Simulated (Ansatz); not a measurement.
Cost and result for the atomization energy of `N=C(S)N[SiH2]F` (11 atoms, 10 bonds).

```xyz
11

N    -0.287   -1.110   -0.965
C    -0.714    0.007   -0.551
S    -2.204    0.871   -1.016
N    -0.005    0.682    0.413
Si    1.375   -0.045    1.170
F     2.632   -0.126    0.196
H    -0.913   -1.583   -1.603
H    -2.430    0.154   -2.126
H    -0.245    1.647    0.570
H     1.063   -1.398    1.657
H     1.728    0.900    2.254
```

Total charge 0; spin multiplicity 1. Geometry: relaxed with PBE0-D4/def2-TZVP. It is one conformer, not always the lowest. Program: Ansatz. All runs use 4 threads of an Arm Neoverse V2 on a shared host. Times are those of one run each, without the atoms' runs, and a repeat can differ threefold. Electronic energies, without spin–orbit coupling; frozen cores. CCSD(T)/CBS adds CCSD(T) − MP2 in def2-TZVPP to the MP2 limit, and its time is that of the two runs behind it. T1 = 0.014. B3LYP takes the VWN-RPA correlation (the form of Gaussian; ORCA's B3LYP/G).

CCSD(T)/CBS is a level of theory with its own doubt, some kJ/mol a heavy atom from the limit and from the frozen cores, so smaller differences don't rank the functionals.

| level | functions | wall time |
| --- | --- | --- |
| PBE-D4/def2-TZVPP (with forces) | 278 | 2.6 s |
| PBE0-D4/def2-TZVPP | 278 | 3.3 s |
| r2SCAN-D4/def2-TZVPP (with forces) | 278 | 5.5 s |
| B3LYP-D4/def2-TZVPP (with forces) | 278 | 5.5 s |
| B2PLYP/def2-TZVPP | 278 | 6.5 s |
| ωB97X-V/def2-TZVPP | 278 | 8.5 s |
| ωB97M-V/def2-TZVPP (with forces) | 278 | 12 s |
| MP2/def2-QZVPP | 518 | 24 s |
| CCSD(T)/def2-TZVPP | 278 | 4.3 min |
| CCSD(T)/CBS(def2) | – | 4.7 min |

(1) What atomization energy does each give, and how far from CCSD(T)/CBS? (Best estimate.)

## Answers

(1) The calculation gave: 
| level | atomization (kcal/mol) | difference from CCSD(T)/CBS | per bond |
| --- | --- | --- | --- |
| PBE-D4/def2-TZVPP (with forces) | 998.2 | 28.4 | 2.8 |
| PBE0-D4/def2-TZVPP | 969.9 | 0.1 | 0.0 |
| r2SCAN-D4/def2-TZVPP (with forces) | 970.1 | 0.3 | 0.0 |
| B3LYP-D4/def2-TZVPP (with forces) | 972.3 | 2.5 | 0.3 |
| B2PLYP/def2-TZVPP | 959.0 | -10.8 | -1.1 |
| ωB97X-V/def2-TZVPP | 976.7 | 6.9 | 0.7 |
| ωB97M-V/def2-TZVPP (with forces) | 976.0 | 6.2 | 0.6 |
| MP2/def2-QZVPP | 979.5 | 9.7 | 1.0 |
| CCSD(T)/def2-TZVPP | 935.7 | -34.1 | -3.4 |
| CCSD(T)/CBS(def2) | 969.8 | 0.0 | 0.0 |

The D4 term adds +10.8 kcal/mol with B3LYP and +5.7 kcal/mol with PBE0; it sums over pairs of atoms, weighted by their polarisabilities, and B3LYP, whose exchange is more repulsive, gets the larger term. In def2-TZVPP, CCSD(T) changes the Hartree–Fock value by +282.3 kcal/mol (the triples alone add +19.7 kcal/mol) and MP2 by +305.6 kcal/mol; breaking electron pairs costs correlation energy, which Hartree–Fock lacks. From PBE to PBE0 (25 % exact exchange), in def2-TZVPP and without D4, the atomization energy moves by −27.2 kcal/mol: exact exchange takes away binding that semilocal exchange gives to molecules.
